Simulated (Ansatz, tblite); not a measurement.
Isomers of MoO$_{4}$H$_{2}$ (singlet), found by a short tight-binding search and relaxed with PBE-D4/def2-SVP in Ansatz.

In the def2 sets Mo takes a core potential; there is no spin–orbit coupling. The xTB rows come from tblite. Correlated methods freeze 4 core orbitals; core or outer-core shells of Mo are correlated, in sets that lack core-valence functions.

A: At CCSD(T)/def2-TZVP the test of the restricted singlet for broken spin symmetry was undecided. It holds 1 O–O bond. B: At CCSD(T)/def2-TZVP the test of the restricted singlet for broken spin symmetry was undecided. It holds 2 O–O bonds. C: At CCSD(T)/def2-TZVP the test of the restricted singlet for broken spin symmetry was undecided. It holds 1 O–O bond.

Other spin states weren't relaxed.

A:

```xyz
7

Mo    0.1809    0.1375    0.0964
O     1.8541    0.0097    0.2422
O    -0.5001    1.4860    1.2440
O    -0.6046    1.8992   -0.1235
O    -0.7438   -1.4905    0.0862
H    -0.3709   -2.3915    0.0305
H     0.1844    0.3496   -1.5758
```

B:

| atom | x (Å) | y (Å) | z (Å) |
| --- | --- | --- | --- |
| Mo1 | 0.0229 | 0.1472 | 0.0298 |
| O2 | 0.7175 | 1.1819 | -1.3834 |
| O3 | -0.4179 | 0.7110 | 1.7727 |
| O4 | 1.5325 | 0.0390 | -1.2084 |
| O5 | -1.5234 | 0.0223 | 1.2206 |
| H6 | 0.7235 | -1.3217 | 0.4239 |
| H7 | -1.0550 | -0.7796 | -0.8552 |

C:

```xyz
7

Mo   -0.047    0.899   -0.053
O    -0.612   -0.923    0.021
O    -1.050    1.809   -1.071
O     0.386   -1.912    0.269
O     1.585    1.189   -0.408
H     0.024   -2.657   -0.261
H    -0.287    1.595    1.503
```

Estimate their order by electronic energy at CCSD(T)/def2-TZVP, counted from the lowest.

A (0.0) < C (44.3) < B (464.1), in kJ/mol.

Do the other levels pick the same lowest one?

All that were run do. Energies above each level's lowest (kJ/mol):

```json
{"level": "GFN1-xTB", "A": "0.0", "B": "394.8", "C": "38.0"}
{"level": "GFN2-xTB", "A": "0.0", "B": "157.0", "C": "38.3"}
{"level": "HF/def2-TZVP", "A": "0.0", "B": "530.8", "C": "30.7"}
{"level": "LDA (SPW92)/def2-TZVP", "A": "0.0", "B": "414.8", "C": "74.0"}
{"level": "PBE-D4/def2-TZVP", "A": "0.0", "B": "417.4", "C": "54.9"}
{"level": "r2SCAN-D4/def2-TZVP", "A": "0.0", "B": "440.7", "C": "59.7"}
{"level": "PBE0-D4/def2-TZVP", "A": "0.0", "B": "452.2", "C": "53.5"}
{"level": "CAM-B3LYP-D4/def2-TZVP", "A": "0.0", "B": "469.5", "C": "46.3"}
{"level": "MP2/def2-TZVP", "A": "0.0", "B": "528.6", "C": "27.0"}
{"level": "CCSD/def2-TZVP", "A": "0.0", "B": "482.5", "C": "45.7"}
{"level": "CCSD(T)/def2-TZVP", "A": "0.0", "B": "464.1", "C": "44.3"}
```
Point groups (tolerance 0.1 Å): A not assigned, B C2, C not assigned. Lower isomers may exist.
